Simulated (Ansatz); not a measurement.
`F[SiH2]S[SiH2]F`, relaxed with RKS PBE-D4/def2-SVP in Ansatz from a rough embedded geometry. The force threshold is 0.03 eV/Å; the program also tests the step.

Total charge 0; spin multiplicity 1.

Start:

```xyz
9

F     0.749   -1.925    0.213
Si    0.382   -1.050   -1.050
S    -1.386   -0.024   -0.562
Si   -0.532    1.074    0.974
F     0.695    1.959    0.436
H     0.127   -1.944   -2.222
H     1.450   -0.098   -1.423
H     0.032    0.127    2.009
H    -1.515    1.881    1.626
```

```json
{"step": "1", "energy (eV)": "-32062.8836", "largest force (eV/Å)": "2.033", "largest move (Å)": "0.000"}
{"step": "2", "energy (eV)": "-32063.1566", "largest force (eV/Å)": "1.040", "largest move (Å)": "0.193"}
{"step": "3", "energy (eV)": "-32063.1894", "largest force (eV/Å)": "0.225", "largest move (Å)": "0.103"}
{"step": "4", "energy (eV)": "-32063.1936", "largest force (eV/Å)": "0.173", "largest move (Å)": "0.041"}
{"step": "5", "energy (eV)": "-32063.2021", "largest force (eV/Å)": "0.289", "largest move (Å)": "0.197"}
{"step": "6", "energy (eV)": "-32063.2067", "largest force (eV/Å)": "0.186", "largest move (Å)": "0.047"}
{"step": "7", "energy (eV)": "-32063.2127", "largest force (eV/Å)": "0.089", "largest move (Å)": "0.087"}
{"step": "8", "energy (eV)": "-32063.2145", "largest force (eV/Å)": "0.092", "largest move (Å)": "0.141"}
{"step": "9", "energy (eV)": "-32063.2163", "largest force (eV/Å)": "0.011", "largest move (Å)": "0.016"}
```

End:

```xyz
9

F     0.531   -2.416    0.034
Si    0.372   -1.186   -1.034
S    -1.370   -0.004   -0.582
Si   -0.492    1.185    0.983
F     0.357    2.436    0.355
H     0.151   -1.763   -2.396
H     1.612   -0.351   -0.934
H     0.466    0.363    1.790
H    -1.626    1.737    1.786
```

Run time 9.5 s (4 threads of an Arm Neoverse V2 on a shared host); peak host memory 0.15 GiB.
